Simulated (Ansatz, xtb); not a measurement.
# C6H8NP: which of two isomers lies lower

Structure a: `CC1=CC(C)=PC=N1`, a singlet. Structure b: `CC1=CP=CC(C)=N1`, a singlet. Both are isolated molecules in the gas phase, relaxed with B3LYP/def2-SVP.

a (Å):

```xyz
16

C    -0.5850   -0.7452    3.1641
C    -0.4802    0.0312    1.8738
C    -1.1773   -0.4163    0.7353
C    -1.1573    0.2153   -0.5074
C    -1.9538   -0.3701   -1.6511
C     0.4520    1.8815    0.8156
N     0.2908    1.1262    1.8963
P    -0.2281    1.6836   -0.7883
H    -0.2293   -1.7815    3.0370
H     0.0200   -0.2547    3.9373
H    -1.6301   -0.8024    3.5122
H    -1.7768   -1.3290    0.8436
H    -1.6338   -1.4040   -1.8644
H    -1.8414    0.2168   -2.5748
H    -3.0280   -0.4080   -1.4023
H     1.1078    2.7545    0.9547
```

b (Å):

| atom | x (Å) | y (Å) | z (Å) |
| --- | --- | --- | --- |
| C | -0.2632 | -1.4688 | 2.7511 |
| C | -0.8632 | -0.8990 | 1.4840 |
| C | -1.8138 | -1.6468 | 0.7716 |
| C | -1.8169 | 0.4264 | -0.8634 |
| C | -0.8662 | 0.9468 | 0.0286 |
| C | -0.2708 | 2.3138 | -0.2297 |
| N | -0.4272 | 0.3157 | 1.1255 |
| P | -2.5817 | -1.1213 | -0.6925 |
| H | -1.0455 | -1.6866 | 3.4968 |
| H | 0.2646 | -2.4153 | 2.5476 |
| H | 0.4474 | -0.7498 | 3.1785 |
| H | -2.0911 | -2.6304 | 1.1656 |
| H | -2.0968 | 1.0385 | -1.7275 |
| H | 0.2376 | 2.3462 | -1.2076 |
| H | -1.0540 | 3.0898 | -0.2447 |
| H | 0.4545 | 2.5551 | 0.5579 |

Quicker runs give these differences E(b) − E(a): GFN2-xTB −2.4 kcal/mol; HF/STO-3G −2.7 kcal/mol (at GFN2-xTB geometries); r2SCAN-D4/def2-SVP −2.9 kcal/mol (at GFN2-xTB geometries).

Estimate E(b) − E(a) at the level CCSD(T)/def2-SVP + ΔMP2/def2-TZVPP.

Calculated at CCSD(T)/def2-SVP + ΔMP2/def2-TZVPP: E(b) − E(a) = −3.8 kcal/mol, so structure b lies lower.

The same difference at several levels:

| level | geometry | E(b) − E(a) (kcal/mol) | departure from the last row (kcal/mol) | job, with rough time for the two |
| --- | --- | --- | --- | --- |
| GFN2-xTB | GFN2-xTB | −2.4 | +1.4 | optimisation, 0.11 s |
| HF/STO-3G | GFN2-xTB | −2.7 | +1.0 | single point, 0.44 s |
| r2SCAN-D4/def2-SVP | GFN2-xTB | −2.9 | +0.8 | single point, 4.2 s |
| B3LYP/def2-SVP | B3LYP/def2-SVP | −3.1 | +0.7 | optimisation, 30 s |
| HF/def2-SVP | B3LYP/def2-SVP | −4.7 | −1.0 | part of the CCSD(T) run |
| MP2/def2-SVP | B3LYP/def2-SVP | −3.5 | +0.2 | part of the CCSD(T) run |
| CCSD(T)/def2-SVP | B3LYP/def2-SVP | −3.3 | +0.5 | single point |
| CCSD(T)/def2-SVP + ΔMP2/def2-TZVPP | B3LYP/def2-SVP | −3.8 |  | single point, 1.8 min |

As drawn, both hold the same kinds of bond in the same numbers.

None of the levels shown reverses the order. The largest departure from CCSD(T)/def2-SVP + ΔMP2/def2-TZVPP is that of GFN2-xTB, 1.4 kcal/mol. The last row adds to CCSD(T) the change of the MP2 difference between the two basis sets, here −0.5 kcal/mol.

With thermal terms from frequencies at re-optimised GFN2-xTB minima (ideal gas, soft modes damped towards free rotors, one conformer each, 298.15 K, 1 atm): the zero-point term adds 0.0 kcal/mol; ΔH is −3.8 and ΔG −3.4 kcal/mol.

The correlated steps freeze 12 core orbitals. Run with Ansatz 0.2.0, xtb 6.7.1; the last row on 4 threads of Arm Neoverse V2 on a shared host.
